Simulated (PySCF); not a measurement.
System: sum formula H₃BNO₂, net charge -1, singlet state. It need not be the lowest isomer of its formula. Whether it binds its extra electron was not tested at this geometry. SMILES: [NH-]B(O)O
Geometry from a B3LYP-D3(BJ)/def2-TZVP (Ansatz) optimisation:
```
B
N 1 1.3684
H 2 1.0170 1 112.79
O 1 1.4388 2 128.89 3 0.00
H 4 0.9622 1 107.47 2 -180.00
O 1 1.4462 2 121.34 3 180.00
H 6 0.9621 1 103.92 2 0.00
```
Charge -1, spin multiplicity 1.

Dispersion corrections to the total energy (kcal/mol) from the dftd3 and dftd4 libraries through PySCF: D3(BJ) without and D4 with the three-body term, each with the damping fitted for the functional named.

```
functional  D3(BJ)     D4
----------  ------  -----
BLYP             …  -5.83
CAM-B3LYP    -1.51  -2.05
HSE06        -1.25      …
B3LYP        -3.62  -4.07
PBE0         -1.77      …
B2GP-PLYP    -1.17  -1.02
revPBE       -5.64  -9.30
```

Task: Some entries are withheld; supply them.

Result: 
- BLYP, D3(BJ): -4.46
- HSE06, D4: -1.91
- PBE0, D4: -2.08
